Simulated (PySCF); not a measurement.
Run record: geometry optimisation, [RuN(OH)4]-, `[N]#[Ru-]([OH])([OH])([OH])[OH]`.

Method: PBE0-D3(BJ)/def2-SVP geometry optimisation, gas phase, def2 core potentials past Kr (PySCF 2.14.0). Start geometry: GFN2-xTB. The input is one job of a driver script: a line of settings, then coordinates in Å.

Command:
```bash
OMP_NUM_THREADS=1 python probes_run.py task.json out
```

Input:
```
{"job": {"xc": "PBE0", "basis": "def2-SVP", "d3": "d3bj", "grid": 1, "maxiter": 40, "shake": 0.03, "kind": "geom"}, "charge": -1, "multiplicity": 1}
Ru     0.291740    -0.043090     0.293390
N      0.322960     0.020300     1.906380
O      1.998060     0.160100    -0.422630
H      2.464830    -0.739750    -0.484750
O     -0.030110     1.913000    -0.282520
H     -0.946030     2.237660    -0.131560
O     -1.674740    -0.221790    -0.176150
H     -2.157010     0.626620    -0.201590
O      0.379500    -1.831460    -0.235520
H     -0.524550    -2.198340    -0.260660
```

Output:
```
step   0  E = -452.33352260  max force = 0.089600
step   1  E = -452.35225152  max force = 0.013931
step   2  E = -452.35387920  max force = 0.005353
step   3  E = -452.35428446  max force = 0.001964
step   4  E = -452.35448049  max force = 0.001382
step   5  E = -452.35454303  max force = 0.000912
step   6  E = -452.35459526  max force = 0.000733
step   7  E = -452.35465013  max force = 0.001273
step   8  E = -452.35469557  max force = 0.001533
step   9  E = -452.35474854  max force = 0.001098
step  10  E = -452.35478884  max force = 0.000555
step  11  E = -452.35479591  max force = 0.000433
optimisation converged
```

Energies in Eh; «max force» is the largest Cartesian gradient component in Eh/bohr.

Q: How much energy does the optimisation release, in kJ/mol?

A: E(step 0) − E(last step) = 0.021273 Eh, which is 55.9 kJ/mol.

Q: Give the first gradient maximum in eV/Å.

A: With 1 Eh/bohr = 51.422 eV/Å, 4.607 eV/Å.

In short: final energy -452.35480 Eh after 11 steps.

Q: Estimate the wall time. Hardware: one thread of an Intel Xeon at 2.50 GHz, on a shared host. And the peak memory of the process?

A: About 4.1 min, with 0.49 GiB resident at the peak, the Python interpreter and its libraries included.
Labels such as C1 count atoms from 1, the log's own numbers from 0.
